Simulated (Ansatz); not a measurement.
`CBN([SiH3])[SiH3]` + `O[SiH]([SiH3])[GeH3]` → `CB[SiH](O)[SiH3]` + `[SiH3][N]([SiH3])[GeH3]`  (redistribution)

Program: Ansatz. Geometries: PBE0-D4/def2-TZVP. ΔE: electronic, gas phase. CBS: MP2 limit from def2 TZ/QZ plus the TZ coupled-cluster correction, frozen cores. For Ge outer-core shells are correlated without core-valence functions, which leaves a few kJ/mol of doubt a bond. Scalar relativity is left out up to krypton. Each species was taken in one conformer, which may not be the lowest.

```tsv
level	ΔE (kJ/mol)
SCS-MP2/def2-TZVPP	134.8
CCSD/CBS(def2)	139.5
```

Task: What does CCSD(T)/CBS give? (Estimate.)

Result: Ansatz gave: +140.3 kJ/mol. The listed levels differ from it by -5.5, -0.8 kJ/mol.

Largest T1 diagnostic among the species: 0.013.

In def2-TZVPP, CCSD(T) changes the Hartree–Fock value by +5.9 kJ/mol (the triples alone add +0.8 kJ/mol) and MP2 by +7.2 kJ/mol.
